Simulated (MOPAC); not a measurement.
MOPAC input (PM3):

```
PM3 FORCE THERMO(298,298) PRECISE LET CHARGE=-1 GEO-OK AUX(PRECISION=9) THREADS=1
H3BClN2

N     1.08444287 1   -1.31378670 1    0.59175275 1
B     0.02100707 1   -0.58480905 1    0.32335796 1
N    -1.44790883 1   -0.82093266 1    0.55034551 1
Cl    0.24055887 1    1.15112068 1   -0.52704820 1
H     1.99246820 1   -1.00152569 1    0.37149466 1
H    -1.82840933 1   -0.10632212 1    1.13524012 1
H    -1.93936536 1   -0.81406594 1   -0.31909992 1
```

From the output:

```
     H    7   6.698467

          HEAT OF FORMATION =     -85.342557 KCALS/MOLE

          ZERO POINT ENERGY      28.224 KCAL/MOL

           NORMAL COORDINATE ANALYSIS (Total motion = 1 Angstrom)

   Root No.       1         2         3         4         5         6         7         8

                 1 A"      1 A'      2 A'      2 A"      3 A'      3 A"      4 A'      5 A'

                 147.1     289.6     351.7     435.1     471.4     738.0     843.4     900.0

           1    0.0000    0.0803    0.0124    0.0000   -0.1072    0.0000    0.0160   -0.0753
           2   -0.0000   -0.0726    0.1280   -0.0000   -0.0253   -0.0000    0.0652    0.0179
           3   -0.0145    0.0001   -0.0001   -0.0704    0.0000   -0.0646   -0.0000   -0.0000
           4    0.0000    0.0830    0.0079   -0.0000   -0.1327   -0.0000    0.0238   -0.0223
           5   -0.0000    0.0295   -0.0380    0.0001    0.3092    0.0000    0.0401   -0.0632
           6   -0.0078   -0.0000    0.0000    0.2137   -0.0002    0.0359   -0.0000    0.0000
           7   -0.0000   -0.0199   -0.0998    0.0000    0.0666   -0.0000   -0.0660    0.0616
           8    0.0000    0.1205    0.0497   -0.0000    0.0598    0.0000   -0.0843    0.0053
           9    0.0300   -0.0001   -0.0000   -0.0293   -0.0000   -0.0003    0.0000   -0.0000
          10   -0.0000   -0.0534    0.0421   -0.0000    0.0513    0.0000    0.0017    0.0041
          11    0.0000   -0.0354   -0.0737   -0.0000   -0.0994    0.0000    0.0018   -0.0038
          12    0.0090    0.0000    0.0000   -0.0155    0.0001   -0.0050    0.0000    0.0000
          13    0.0000    0.1770   -0.1688    0.0000    0.0964   -0.0001    0.5420    0.1217
          14   -0.0000   -0.1332    0.2425   -0.0000   -0.1482    0.0004   -0.2691   -0.1129
          15   -0.0549    0.0001   -0.0002   -0.1289    0.0001    0.6381    0.0003    0.0001
          16    0.2865   -0.0133   -0.0923    0.1375    0.0430   -0.0461   -0.0819    0.0813
          17   -0.2730    0.1976    0.1433    0.2026   -0.0762   -0.1165    0.0215    0.3003
          18   -0.1966    0.0004    0.0006   -0.1164    0.0051    0.0266    0.0137    0.0021
          19   -0.2864   -0.0133   -0.0923   -0.1374    0.0430    0.0461   -0.0819    0.0813
          20    0.2728    0.1976    0.1433   -0.2027   -0.0761    0.1165    0.0215    0.3003
          21   -0.1970   -0.0006   -0.0008   -0.1162   -0.0050    0.0265   -0.0138   -0.0024

   Root No.       9        10        11        12        13        14        15

                 6 A'      4 A"      7 A'      8 A'      5 A"      9 A'     10 A'

                 921.7     955.0    1626.8    1670.3    3377.1    3490.3    3525.7

           1   -0.0376   -0.0000   -0.1218   -0.0390    0.0000   -0.0391    0.0005
           2    0.0310   -0.0000   -0.0049   -0.0019    0.0000   -0.0548    0.0005
           3   -0.0000    0.0056   -0.0000    0.0000   -0.0001    0.0000    0.0001
           4   -0.0020   -0.0000    0.1917    0.0665    0.0000    0.0048   -0.0007
           5   -0.0741    0.0000    0.0311    0.0216    0.0000   -0.0011    0.0004
           6    0.0001    0.0646    0.0000   -0.0000   -0.0004    0.0000    0.0000
           7    0.0126   -0.0000    0.0143   -0.0567    0.0000   -0.0002   -0.0346
           8    0.0907   -0.0000   -0.0101   -0.0115   -0.0000    0.0001    0.0025
           9   -0.0000   -0.0518    0.0000   -0.0000   -0.0544   -0.0000   -0.0000
          10    0.0034    0.0000    0.0005    0.0002   -0.0000   -0.0001    0.0000
          11   -0.0067    0.0000   -0.0010   -0.0003   -0.0000    0.0001   -0.0000
          12   -0.0000   -0.0007   -0.0000    0.0000    0.0000    0.0000   -0.0000
          13    0.2065    0.0000   -0.1346   -0.0421   -0.0000    0.4888   -0.0038
          14   -0.1280   -0.0001   -0.0180   -0.0061    0.0000    0.7690   -0.0069
          15    0.0001   -0.1705   -0.0000    0.0000   -0.0004   -0.0004    0.0001
          16    0.0221   -0.1920   -0.2224    0.3257    0.2786    0.0038    0.2414
          17   -0.2658   -0.2879   -0.0349   -0.0136   -0.0232    0.0001   -0.0190
          18   -0.0214    0.0718    0.1393   -0.2234    0.3808    0.0071    0.4121
          19    0.0221    0.1919   -0.2224    0.3256   -0.2787    0.0038    0.2415
          20   -0.2658    0.2880   -0.0351   -0.0133    0.0237    0.0001   -0.0195
          21    0.0218    0.0715   -0.1393    0.2234    0.3807   -0.0071   -0.4120

           MASS-WEIGHTED COORDINATE ANALYSIS (NORMAL COORDINATES)

   Root No.       1         2         3         4         5         6         7         8

                 1 A"      1 A'      2 A'      2 A"      3 A'      3 A"      4 A'      5 A'

                 147.1     289.6     351.7     435.1     471.4     738.0     843.4     900.0

           1    0.0000    0.3514    0.0512    0.0001   -0.2839    0.0000    0.0754   -0.4400
           2   -0.0000   -0.3176    0.5277   -0.0001   -0.0669   -0.0003    0.3070    0.1048
           3   -0.0841    0.0002   -0.0003   -0.3046    0.0000   -0.3362   -0.0001   -0.0001
           4    0.0000    0.3194    0.0287   -0.0001   -0.3088   -0.0000    0.0985   -0.1146
           5   -0.0000    0.1134   -0.1376    0.0005    0.7194    0.0001    0.1658   -0.3243
           6   -0.0400   -0.0000    0.0001    0.8121   -0.0005    0.1643   -0.0001    0.0002
           7   -0.0000   -0.0870   -0.4114    0.0001    0.1764   -0.0001   -0.3107    0.3601
           8    0.0001    0.5274    0.2051   -0.0001    0.1585    0.0000   -0.3973    0.0310
           9    0.1742   -0.0003   -0.0002   -0.1269   -0.0000   -0.0017    0.0001   -0.0001
          10   -0.0000   -0.3723    0.2765   -0.0001    0.2163    0.0001    0.0129    0.0383
          11    0.0000   -0.2463   -0.4833   -0.0001   -0.4188    0.0000    0.0133   -0.0352
          12    0.0832    0.0001    0.0003   -0.1065    0.0002   -0.0411    0.0000    0.0001
          13    0.0000    0.2078   -0.1868    0.0000    0.0685   -0.0001    0.6849    0.1909
          14   -0.0000   -0.1564    0.2683   -0.0001   -0.1053    0.0005   -0.3401   -0.1770
          15   -0.0855    0.0001   -0.0002   -0.1496    0.0001    0.8912    0.0003    0.0002
          16    0.4461   -0.0156   -0.1021    0.1595    0.0306   -0.0644   -0.1035    0.1275
          17   -0.4251    0.2320    0.1585    0.2350   -0.0541   -0.1627    0.0272    0.4709
          18   -0.3060    0.0004    0.0007   -0.1350    0.0036    0.0372    0.0173    0.0032
          19   -0.4460   -0.0156   -0.1021   -0.1594    0.0306    0.0643   -0.1035    0.1275
          20    0.4248    0.2320    0.1585   -0.2352   -0.0541    0.1628    0.0272    0.4709
          21   -0.3067   -0.0007   -0.0009   -0.1348   -0.0035    0.0370   -0.0174   -0.0038

   Root No.       9        10        11        12        13        14        15

                 6 A'      4 A"      7 A'      8 A'      5 A"      9 A'     10 A'

                 921.7     955.0    1626.8    1670.3    3377.1    3490.3    3525.7

           1   -0.2182   -0.0001   -0.5161   -0.2209    0.0000   -0.1540    0.0028
           2    0.1797   -0.0002   -0.0209   -0.0109    0.0001   -0.2162    0.0027
           3   -0.0001    0.0347   -0.0000    0.0000   -0.0007    0.0001    0.0005
           4   -0.0103   -0.0001    0.7136    0.3303    0.0000    0.0167   -0.0031
           5   -0.3778    0.0002    0.1157    0.1071    0.0000   -0.0038    0.0018
           6    0.0003    0.3521    0.0001   -0.0000   -0.0019    0.0000    0.0001
           7    0.0731   -0.0001    0.0607   -0.3208    0.0001   -0.0008   -0.1872
           8    0.5263   -0.0001   -0.0428   -0.0649   -0.0002    0.0005    0.0137
           9   -0.0001   -0.3210    0.0001   -0.0002   -0.2904   -0.0000   -0.0000
          10    0.0310    0.0002    0.0032    0.0022   -0.0001   -0.0005    0.0002
          11   -0.0620    0.0001   -0.0070   -0.0031   -0.0000    0.0005   -0.0001
          12   -0.0001   -0.0068   -0.0001    0.0001    0.0002    0.0000   -0.0004
          13    0.3215    0.0001   -0.1530   -0.0639   -0.0000    0.5171   -0.0055
          14   -0.1993   -0.0002   -0.0204   -0.0093    0.0000    0.8135   -0.0100
          15    0.0001   -0.2837   -0.0000    0.0000   -0.0005   -0.0004    0.0002
          16    0.0344   -0.3194   -0.2529    0.4942    0.3990    0.0041    0.3508
          17   -0.4138   -0.4789   -0.0397   -0.0206   -0.0333    0.0001   -0.0276
          18   -0.0333    0.1194    0.1583   -0.3390    0.5454    0.0075    0.5987
          19    0.0344    0.3193   -0.2528    0.4941   -0.3992    0.0041    0.3509
          20   -0.4137    0.4791   -0.0399   -0.0202    0.0339    0.0001   -0.0283
          21    0.0339    0.1190   -0.1583    0.3391    0.5453   -0.0076   -0.5987

          DESCRIPTION OF VIBRATIONS

 VIBRATION          1    1A"         ATOM PAIR     ENERGY CONTRIBUTION    RADIAL
 FREQUENCY           147.07         N 3 -- H 7         +48.0% (450.9%)      2.0%
 TRANSITION DIPOLE   0.4808         N 3 -- H 6         +48.0% (450.9%)      1.7%
 TRAVEL (Ang.)       0.9908         B 2 -- N 3          +3.7% (125.7%)      0.0%
 REDUCED MASS        0.4671         N 1 -- H 5          +0.2% ( 30.0%)      0.0%
 EFFECTIVE MASS     13.4199
 FORCE CONSTANT      0.0060

 VIBRATION          2    1A'         ATOM PAIR     ENERGY CONTRIBUTION    RADIAL
 FREQUENCY           289.63         B 2 -- N 3         +26.2% (169.0%)      0.4%
 TRANSITION DIPOLE   0.5144         B 2 -- Cl4         +22.9% (157.9%)      0.1%
 TRAVEL (Ang.)       0.2613         N 1 -- H 5         +18.4% (141.7%)      8.3%
 REDUCED MASS        3.4095         N 1 -- B 2         +13.0% (119.2%)      0.5%
 EFFECTIVE MASS     23.8873
 FORCE CONSTANT      0.1685

 VIBRATION          3    2A'         ATOM PAIR     ENERGY CONTRIBUTION    RADIAL
 FREQUENCY           351.70         N 1 -- B 2         +39.1% (138.2%)      0.1%
 TRANSITION DIPOLE   0.4513         B 2 -- N 3         +25.2% (111.0%)      0.5%
 TRAVEL (Ang.)       0.1928         N 3 -- H 6         +12.8% ( 79.2%)     34.7%
 REDUCED MASS        5.1564         N 3 -- H 7         +12.8% ( 79.2%)     33.9%
 EFFECTIVE MASS     40.2117
 FORCE CONSTANT      0.3758

 VIBRATION          4    2A"         ATOM PAIR     ENERGY CONTRIBUTION    RADIAL
 FREQUENCY           435.09         B 2 -- N 3         +25.5% (104.8%)      0.0%
```

The dipole moment of an ion depends on the origin.
